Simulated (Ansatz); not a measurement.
A nudged elastic band was laid between two geometries of CH4BF + CH4O (13 atoms, charge 0, multiplicity 1).

Computed with Ansatz, RHF/6-31G*.

```yaml
movable_images: 7
climbing_image: yes
spring: 5.0 eV/Å²
optimiser: quadratic models (default)
start_path: through a guess of the saddle point
force_threshold: 0.05 eV/Å
iteration_limit: 60
end_points: relaxed
```

Image 0:

```xyz
13
Properties=species:S:1:pos:R:3
B -0.210 0.060 0.419
C 0.165 0.460 1.900
H -0.612 0.202 2.616
H 1.100 0.011 2.220
H 0.297 1.541 1.953
H 0.593 0.020 -0.461
F -1.495 0.100 0.045
O -0.181 -2.158 0.687
C -0.648 -2.879 -0.433
H -0.584 -3.947 -0.255
H -1.668 -2.606 -0.677
H -0.006 -2.620 -1.261
H -0.713 -2.363 1.444
```

Image 8:

```xyz
13
Properties=species:S:1:pos:R:3
B 0.336 -0.764 -1.063
C -0.117 0.109 2.919
H -0.916 -0.090 3.624
H 0.478 0.942 3.274
H -0.541 0.354 1.951
H 1.351 -0.236 -1.363
F -0.731 -0.018 -0.808
O 0.263 -2.091 -0.978
C -0.923 -2.764 -0.616
H -0.702 -3.821 -0.603
H -1.260 -2.455 0.366
H -1.710 -2.572 -1.335
H 0.512 -0.771 2.831
```

Problem. Which bonds break or form, and what moves?

Solution. Bonds broken: B1–C2, O8–H13. Bonds formed: B1–O8, C2–H13. CH4BF + CH4O becomes CH4 + CH4BFO.

Problem. Give the energies along the band, and the barrier.

Solution. The forces met the threshold. The highest image is number 4 of 0 to 8, 2.02 eV above the first end and 3.62 eV above the last; the last end lies 1.60 eV below the first. Neighbouring images differ by up to 3.1 eV, so the band resolves the path poorly. A vibrational analysis at the climbing image gives one clearly imaginary mode, 2027i cm⁻¹: a first-order saddle point. The orbitals stay closed-shell, which can raise the energy where a bond breaks towards radicals; this wasn't checked here.

```tsv
image	path coordinate (Å)	energy (eV)	B1–C2 (Å)	O8–H13 (Å)	B1–O8 (Å)
0	0.00	0.00	1.58	0.95	2.23
1	0.94	0.01	1.58	0.95	2.30
2	1.88	0.01	1.58	0.95	2.32
3	2.82	0.16	1.61	0.95	1.80
4	3.76	2.02	1.83	1.20	1.54
5	4.80	-1.04	2.62	2.02	1.34
6	5.84	-1.55	3.28	2.68	1.33
7	6.88	-1.60	3.73	3.26	1.33
8	7.92	-1.60	4.10	4.04	1.33
```

Problem. What is the geometry of the highest image?

Solution. 
```xyz
13
Properties=species:S:1:pos:R:3
B 0.030 -0.293 0.135
C -0.043 -0.073 1.954
H -0.792 -0.528 2.603
H 0.908 -0.037 2.475
H -0.374 0.949 1.804
H 0.983 0.301 -0.250
F -1.179 0.018 -0.382
O 0.247 -1.817 0.165
C -0.772 -2.687 -0.292
H -0.449 -3.699 -0.093
H -1.711 -2.496 0.212
H -0.909 -2.551 -1.355
H 0.099 -1.266 1.224
```

Time of the run: 5.3 min on 1 thread of Arm Neoverse V1 (shared host), peak memory 0.17 GiB.
